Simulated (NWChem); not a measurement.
The numbers come from NWChem runs, not from measurements. System: H3FHf, charge 0, spin multiplicity 1, at a geometry optimised with B3LYP/def2-SVP with def2 effective core potentials on Hf. The structure started from a generated list of species. Level: PBE/def2-SVPD with def2 effective core potentials on Hf.

Input file:

```
start mol
memory heap 200 mb stack 900 mb global 1100 mb
geometry units angstroms nocenter noautoz
  Hf     0.177673    -0.035272     0.000000
  F     -1.681835     0.333890     0.000000
  H      0.951397     0.701450     1.512636
  H      0.951397     0.701450    -1.512636
  H      0.441256    -1.868313     0.000000
  symmetry group Cs
end
basis spherical
  * library def2-svpd
end
ecp
  Hf library def2-ecp
end
dft
  xc xpbe96 cpbe96
  semidirect memsize 60000000 filesize 0
  iterations 100
end
task dft energy
```

Output (cleaned and shortened):

```
             Northwest Computational Chemistry Package (NWChem) 7.3.0
             --------------------------------------------------------

                                NWChem Input Module
                                -------------------

 Scaling coordinates for geometry "geometry" by  1.889725989
 (inverse scale =  0.529177249)

 Turning off AUTOSYM since
 SYMMETRY directive was detected!

                             Geometry "geometry" -> ""
                             -------------------------

 Output coordinates in angstroms (scale by  1.889725989 to convert to a.u.)

  No.       Tag          Charge          X              Y              Z
 ---- ---------------- ---------- -------------- -------------- --------------
    1 Hf                  72.0000     0.17767300    -0.03527200     0.00000000
    2 F                    9.0000    -1.68183500     0.33389000     0.00000000
    3 H                    1.0000     0.95139700     0.70145000     1.51263600
    4 H                    1.0000     0.95139700     0.70145000    -1.51263600
    5 H                    1.0000     0.44125600    -1.86831300     0.00000000

 Effective nuclear repulsion energy (a.u.)     247.7949243844

            Nuclear Dipole moment (a.u.)
            ----------------------------
        X                 Y               Z
 ---------------- ---------------- ----------------
    -0.0000170075     0.0000245664     0.0000000000

      Symmetry information
      --------------------

 Group name             Cs
 Group number              2
 Group order               2
 No. of unique centers     4

      Symmetry unique atoms

     1    2    3    5


 Summary of "ao basis" -> "" (spherical)
 ------------------------------------------------------------------------------
       Tag                 Description            Shells   Functions and Types
 ---------------- ------------------------------  ------  ---------------------
 *                         def2-svpd                  on all atoms

 Summary of "ao basis" -> "ao basis" (spherical)
 ------------------------------------------------------------------------------
       Tag                 Description            Shells   Functions and Types
 ---------------- ------------------------------  ------  ---------------------
 Hf                        def2-svpd                13       35   6s4p2d1f
 F                         def2-svpd                 9       23   4s3p2d
 H                         def2-svpd                 4        8   2s2p

 Summary of "ao basis" -> "ao basis" (spherical)
 ------------------------------------------------------------------------------
       Tag                 Description            Shells   Functions and Types
 ---------------- ------------------------------  ------  ---------------------
 Hf                        def2-svpd                13       35   6s4p2d1f
 F                         def2-svpd                 9       23   4s3p2d
 H                         def2-svpd                 4        8   2s2p

      Symmetry analysis of basis
      --------------------------

        a'         54
        a"         28

            General Information
            -------------------
          SCF calculation type: DFT
          Wavefunction type:  closed shell.
          No. of atoms     :     5
          No. of electrons :    24
           Alpha electrons :    12
            Beta electrons :    12
          Charge           :     0
          Spin multiplicity:     1
          Use of symmetry is: on ; symmetry adaption is: on
          Maximum number of iterations: 100
          AO basis - number of functions:    82
                     number of shells:    34
          Convergence on energy requested:  1.00D-06
          Convergence on density requested:  1.00D-05
          Convergence on gradient requested:  5.00D-04

              XC Information
              --------------
          PerdewBurkeErnzerhof Exchange Functional  1.000
            Perdew 1991 LDA Correlation Functional  1.000 local
           PerdewBurkeErnz. Correlation Functional  1.000 non-local

             Grid Information
             ----------------
          Grid used for XC integration:  medium
          Radial quadrature: Mura-Knowles
          Angular quadrature: Lebedev.
          Tag              B.-S. Rad. Rad. Pts. Rad. Cut. Ang. Pts.
          ---              ---------- --------- --------- ---------
          Hf                  1.55      123          10.0       590
          F                   0.50       49          10.0       434
          H                   0.35       45          10.0       434
          Grid pruning is: on
          Number of quadrature shells:   262
          Spatial weights used:  Erf1

          Convergence Information
          -----------------------
          Convergence aids based upon iterative change in
          total energy or number of iterations.
          Levelshifting, if invoked, occurs when the
          HOMO/LUMO gap drops below (HL_TOL):  1.00D-02
          DIIS, if invoked, will attempt to extrapolate
          using up to (NFOCK): 10 stored Fock matrices.

                    Damping( 0%)  Levelshifting(0.5)       DIIS
                  --------------- ------------------- ---------------
          dE  on:    start            ASAP                start
          dE off:    2 iters        100 iters           100 iters

      Screening Tolerance Information
      -------------------------------
          Density screening/tol_rho:  1.00D-10
          AO Gaussian exp screening on grid/accAOfunc:  14
          CD Gaussian exp screening on grid/accCDfunc:  20
          XC Gaussian exp screening on grid/accXCfunc:  20
          Schwarz screening/accCoul:  1.00D-08

      Superposition of Atomic Density Guess
      -------------------------------------

 Sum of atomic energies:        -152.73332076

      Non-variational initial energy
      ------------------------------

 Total energy =    -147.747676
 1-e energy   =    -309.411101
 2-e energy   =     116.034614
 HOMO         =      -0.311161
 LUMO         =       0.014545

      Symmetry analysis of molecular orbitals - initial
      -------------------------------------------------

  Numbering of irreducible representations:

     1 a'          2 a"

  Orbital symmetries:

     1 a'          2 a'          3 a'          4 a"          5 a'
     6 a'          7 a'          8 a'          9 a"         10 a'
    11 a'         12 a"         13 a'         14 a"         15 a'
    16 a'         17 a"         18 a'         19 a'         20 a'
    21 a"         22 a'

------------------------------------------------------------
EAF file 0: "./mol.aoints.0" size=524288 bytes
------------------------------------------------------------
               write      read    awrite     aread      wait
               -----      ----    ------     -----      ----
     calls:        1         0         0         0         0
   data(b): 5.24e+05  0.00e+00  0.00e+00  0.00e+00
   time(s): 0.00e+00  0.00e+00  0.00e+00  0.00e+00  0.00e+00
rate(mb/s): 0.00e+00  0.00e+00
------------------------------------------------------------

   convergence    iter        energy       DeltaE   RMS-Dens  Diis-err    time
 ---------------- ----- ----------------- --------- --------- ---------  ------
 d= 0,ls=0.0,diis     1   -149.3482313938 -1.95D+02  4.87D-02  1.02D+00     1.0
 d= 0,ls=0.0,diis     2   -144.8864975159  4.46D+00  3.19D-02  4.81D+01     1.2
 d= 0,ls=0.0,diis     3   -149.4333196082 -4.55D+00  1.09D-02  5.51D-01     1.4
 d= 0,ls=0.0,diis     4   -149.5036007663 -7.03D-02  2.73D-03  1.37D-01     1.6
 d= 0,ls=0.0,diis     5   -149.5179545839 -1.44D-02  7.80D-04  4.87D-03     1.8
  Resetting Diis
 d= 0,ls=0.0,diis     6   -149.5186087173 -6.54D-04  1.54D-04  2.22D-04     2.1
 d= 0,ls=0.0,diis     7   -149.5186354599 -2.67D-05  8.79D-05  1.41D-05     2.3
 d= 0,ls=0.0,diis     8   -149.5186297767  5.68D-06  4.87D-05  7.99D-05     2.5
 d= 0,ls=0.0,diis     9   -149.5186370623 -7.29D-06  1.84D-05  1.04D-06     2.7
 d= 0,ls=0.0,diis    10   -149.5186372030 -1.41D-07  4.98D-06  1.83D-07     2.9

         Total DFT energy =     -149.518637202975
      One electron energy =     -310.871587113563
           Coulomb energy =      133.061922579511
    Exchange-Corr. energy =      -17.337783887031
 Nuclear repulsion energy =       45.628811218108

 Numeric. integr. density =       24.000000455103

     Total iterative time =      2.5s

                  Occupations of the irreducible representations
                  ----------------------------------------------

                     irrep           alpha         beta
                     --------     --------     --------
                     a'                9.0          9.0
                     a"                3.0          3.0

                       DFT Final Molecular Orbital Analysis
                       ------------------------------------

 Vector   10  Occ=2.000000D+00  E=-3.048473D-01  Symmetry=a'
              MO Center=  6.0D-01, -1.2D-01, -2.6D-13, r^2= 3.4D+00
   Bfn.  Coefficient  Atom+Function         Bfn.  Coefficient  Atom+Function
  ----- ------------  ---------------      ----- ------------  ---------------
     5      0.535950  1 Hf s                  3     -0.392286  1 Hf s
    59      0.231966  3 H  s                 67      0.231966  4 H  s
    75      0.231954  5 H  s                  2      0.229258  1 Hf s
    23     -0.170473  1 Hf d  2               4     -0.113938  1 Hf s
    21      0.106516  1 Hf d  0               7     -0.105572  1 Hf px

 Vector   11  Occ=2.000000D+00  E=-2.641109D-01  Symmetry=a'
              MO Center=  4.9D-01, -8.0D-01,  4.3D-17, r^2= 2.8D+00
   Bfn.  Coefficient  Atom+Function         Bfn.  Coefficient  Atom+Function
  ----- ------------  ---------------      ----- ------------  ---------------
    75      0.366587  5 H  s                 21     -0.310721  1 Hf d  0
    23     -0.252796  1 Hf d  2               8      0.196435  1 Hf py
    76      0.188312  5 H  s                 59     -0.183286  3 H  s
    67     -0.183286  4 H  s                 17     -0.179056  1 Hf py
    19     -0.141955  1 Hf d -2              60     -0.094152  3 H  s

 Vector   12  Occ=2.000000D+00  E=-2.641104D-01  Symmetry=a"
              MO Center=  7.6D-01,  5.5D-01,  2.5D-13, r^2= 2.8D+00
   Bfn.  Coefficient  Atom+Function         Bfn.  Coefficient  Atom+Function
  ----- ------------  ---------------      ----- ------------  ---------------
    59      0.317470  3 H  s                 67     -0.317470  4 H  s
    20      0.307564  1 Hf d -1              22     -0.293267  1 Hf d  1
     9     -0.200274  1 Hf pz                18      0.182555  1 Hf pz
    60      0.163081  3 H  s                 68     -0.163081  4 H  s
    42     -0.068128  2 F  pz                25      0.057631  1 Hf d -1

 Vector   13  Occ=0.000000D+00  E=-1.091270D-01  Symmetry=a"
              MO Center=  3.2D-01, -2.8D-01,  1.0D-08, r^2= 2.3D+00
   Bfn.  Coefficient  Atom+Function         Bfn.  Coefficient  Atom+Function
  ----- ------------  ---------------      ----- ------------  ---------------
    20      0.716707  1 Hf d -1              22      0.391050  1 Hf d  1
    25      0.173790  1 Hf d -1              42      0.111923  2 F  pz
    18     -0.103466  1 Hf pz                27      0.103573  1 Hf d  1
    15     -0.093591  1 Hf pz                 9      0.092420  1 Hf pz
    45     -0.086604  2 F  pz                48     -0.053195  2 F  pz

 Vector   14  Occ=0.000000D+00  E=-1.091267D-01  Symmetry=a'
              MO Center=  4.0D-01,  1.3D-01, -1.0D-08, r^2= 2.3D+00
   Bfn.  Coefficient  Atom+Function         Bfn.  Coefficient  Atom+Function
  ----- ------------  ---------------      ----- ------------  ---------------
    19      0.603196  1 Hf d -2              21     -0.542841  1 Hf d  0
    24      0.153875  1 Hf d -2              26     -0.130153  1 Hf d  0
    41     -0.109783  2 F  py                17      0.101491  1 Hf py
    14      0.091801  1 Hf py                 8     -0.090653  1 Hf py
    23     -0.089820  1 Hf d  2              44      0.084949  2 F  py

 Vector   15  Occ=0.000000D+00  E=-7.348364D-02  Symmetry=a'
              MO Center=  9.6D-01, -1.9D-01, -3.4D-14, r^2= 3.7D+00
   Bfn.  Coefficient  Atom+Function         Bfn.  Coefficient  Atom+Function
  ----- ------------  ---------------      ----- ------------  ---------------
    23      0.496824  1 Hf d  2              21     -0.310369  1 Hf d  0
    13      0.293720  1 Hf px                 7     -0.235009  1 Hf px
    16      0.217111  1 Hf px                19     -0.205325  1 Hf d -2
    28      0.191930  1 Hf d  2               6      0.182218  1 Hf s
    39     -0.165261  2 F  s                 43     -0.152773  2 F  px

 center of mass
 --------------
 x =   0.02228637 y =  -0.00442342 z =   0.00000000

 moments of inertia (a.u.)
 ------------------
          40.932870799808          40.268526635069           0.000000000000
          40.268526635069         235.773635065486           0.000000000000
           0.000000000000           0.000000000000         243.767411496788

     Multipole analysis of the density
     ---------------------------------

     L   x y z        total         alpha         beta         nuclear
     -   - - -        -----         -----         ----         -------
     0   0 0 0     -0.000000    -12.000000    -12.000000     24.000000

     1   1 0 0      0.212504     10.178859     10.178859    -20.145214
     1   0 1 0     -0.042152     -2.020721     -2.020721      3.999289
     1   0 0 1      0.000000      0.000000      0.000000      0.000000

     2   2 0 0    -25.291018    -62.356425    -62.356425     99.421832
     2   1 1 0      0.035438      8.264776      8.264776    -16.494114
     2   1 0 1      0.000000      0.000000      0.000000      0.000000
     2   0 2 0    -25.120071    -22.367838    -22.367838     19.615606
     2   0 1 1      0.000000      0.000000      0.000000      0.000000
     2   0 0 2    -25.113253    -20.727463    -20.727463     16.341674

 Task  times  cpu:        2.9s     wall:        2.9s

 Total times  cpu:        2.9s     wall:        2.9s
```
